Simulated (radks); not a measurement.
All-electron atom: Si in [Ne] 3s2 3p2. All-electron calculation, scalar-relativistic Kohn-Sham, PBE, spin-unpolarised, spherical densities, point nucleus. Program: a radial shooting solver on a logarithmic mesh with Libxc functionals.

Local quantities along the radius. ELF = 1/(1 + alpha^2) is the electron localisation function; alpha = (tau - tau_W)/tau_unif compares the Pauli kinetic energy density with that of the uniform gas; -r V(r) is the screened charge that the Kohn-Sham potential presents (atomic units); s = |grad rho|/(2 (3 pi^2)^(1/3) rho^(4/3)) is the reduced gradient; 4 pi r^2 rho is in e/bohr. tau is taken from the large components.

r (bohr)	ELF	alpha	-r V(r)	s	4 pi r^2 rho
0.004577	1.000	0.008937	13.86	0.4188	0.4227
0.005913	1.000	0.009318	13.81	0.4171	0.6776
0.007577	1.000	0.009864	13.75	0.4183	1.059
0.009787	1.000	0.01068	13.66	0.4226	1.657
0.01254	1.000	0.01183	13.56	0.4301	2.512
0.0162	1.000	0.01358	13.41	0.4420	3.774
0.02076	1.000	0.01616	13.24	0.4585	5.442
0.0266	1.000	0.02024	13.02	0.4815	7.574
0.03437	0.999	0.02735	12.73	0.5141	10.16
0.04404	0.998	0.03984	12.39	0.5578	12.73
0.05689	0.996	0.06561	11.96	0.6198	14.90
0.0729	0.986	0.1213	11.46	0.7010	15.84
0.09417	0.934	0.2656	10.85	0.8061	15.11
0.1207	0.712	0.6353	10.17	0.8983	12.98
0.1546	0.332	1.420	9.389	0.8655	10.64
0.1998	0.208	1.952	8.471	0.5734	9.698
0.256	0.377	1.286	7.579	0.3188	11.01
0.3307	0.699	0.6566	6.609	0.3185	13.43
0.4237	0.842	0.4336	5.628	0.4455	14.30
0.5473	0.865	0.3956	4.660	0.6457	12.03
0.7014	0.776	0.5367	3.818	0.9338	7.716
0.8988	0.359	1.337	3.080	1.282	3.820
1.161	0.076	3.480	2.402	1.058	1.919
1.488	0.276	1.621	1.969	0.4359	1.732
1.922	0.795	0.5078	1.587	0.5367	1.849
2.463	0.827	0.4577	1.217	0.8478	1.508
3.181	0.671	0.7000	0.8815	1.311	0.8602
4.077	0.364	1.323	0.6273	2.037	0.3589
5.224	0.110	2.845	0.4737	3.362	0.1096
6.749	0.019	7.202	0.3571	6.441	0.02228
8.648	0.002	22.99	0.2177	14.52	0.002929

On this mesh the ELF has minima near r = 0.20, 1.2 bohr, which separate the shells, and maxima near 0.55 (0.86), 2.2 (0.84).
